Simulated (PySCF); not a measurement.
# Excitation energy of P²⁺ by level of theory

P²⁺ [Ne] 3s2 3p1 (2P) → P²⁺ [Ne] 3s1 3p2 (4P), as a difference of total energies. Calculation: PySCF 2.14, in x2c-QZVPPall; the spin-free X2C one-electron Hamiltonian (Gaussian nucleus). Correlated levels: valence: [Ne] frozen; valence and next inner shell: 1s2 frozen. The calculations carry no spin-orbit coupling.

```
                                method  excitation energy (eV)
                                   UHF                   5.512
                                   PBE                   7.006
                                  PBE0                   6.815
                                r2SCAN                   6.258
                               r2SCAN0                   6.330
                                 wB97X                   6.896
                                  TPSS                   6.880
                             CAM-B3LYP                   7.281
                                  ROHF                   5.371
                         MP2 (valence)                   6.541
    MP2 (valence and next inner shell)                   6.761
SCS-MP2 (valence and next inner shell)                   7.110
```

Question: Estimate what LDA gives.

Answer: 7.136 eV, closest to SCS-MP2 (valence and next inner shell) among the rows shown.

Question: Estimate what SCS-MP2 (valence) gives.

Answer: 6.942 eV, closest to wB97X among the rows shown.

A first-order spin-orbit estimate (lowest level to lowest level, LS coupling) adds 0.005 eV.
